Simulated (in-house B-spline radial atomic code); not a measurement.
## RPA and G0W0 on LDA exchange-only: As31+

Configuration 1s2, mean-field start LDA exchange-only. Computed with a B-spline radial code for spherical atoms: all electrons, non-relativistic, point nucleus, each spin shell either full or empty, empty states to l = 9 with an (l + 1/2)⁻⁴ tail; G0W0 by contour deformation at full frequency.

Relativity, left out, deepens the 1s level by about Z⁴α²/8 hartree.

Command:
```bash
python run_gw.py task.json out
```
Settings (radii: box in bohr, nucleus in fm):
```
Z                        33
electrons                2
configuration            1s2
hamiltonian              nr
method                   lda,
lmax                     9
spin_polarised           False
box_radius               2.97
intervals                45
ion_configuration        1s1
```

Cost of the run: 0.9 s on 1 thread of Arm Neoverse N1 (shared host).

Energies (hartree):

```json
{"term": "mean-field total", "value": "-1065.58956"}
{"term": "Hartree-Fock functional on these orbitals", "value": "-1068.48303"}
{"term": "direct second order", "value": "-0.093434"}
{"term": "second-order exchange", "value": "0.046718"}
{"term": "SOSEX correction", "value": "0.046354"}
```

Q: What is the RPA correlation energy, and what remains with SOSEX?

A: RPA gives -0.092706 hartree (-1.26 eV per electron); RPA + SOSEX gives -0.046352, and the second-order doubles -0.046716 hartree (no singles). SOSEX takes back 50 % of the RPA value, the self-correlation of each of the two electrons.

Quasi-particle levels (eV):

```json
{"level": "1s", "occupied": "yes", "mean field": "-14023.10", "Σx - vxc": "-237.24", "Σc": "?", "QP weight": "?", "G0W0": "?"}
{"level": "2s", "occupied": "no", "mean field": "-3378.48", "Σx - vxc": "25.05", "Σc": "-0.26", "QP weight": "1.000", "G0W0": "-3353.69"}
```

G0W0 = mean field + (Σx - vxc) + Σc, with Σc (partial-wave tail included) taken at the quasi-particle energy.

Q: Where does G0W0 put 1s?

A: At -14259.81 eV, with Σc = 0.52 eV and a quasi-particle weight of 1.000. The tabulated removal energy is 14447.680 ± 0.0025 eV (NIST, tabulated theory); the calculation leaves out relativity, Breit and QED terms, and what these don't explain is the method's own error.

Q: What does it cost to remove one electron (to 1s1) by differences of total energies, each species on its own start (correlation terms add to the Hartree-Fock functional)?

A: LDA exchange-only 14219.45 eV, Hartree-Fock functional 14258.35 eV, + RPA 14260.24 eV, + RPA + SOSEX 14259.61 eV, + second order 14259.62 eV. Tabulated: 14447.680 ± 0.0025 eV (NIST, tabulated theory); the calculation leaves out relativity, Breit and QED terms, and what these don't explain is the method's own error.
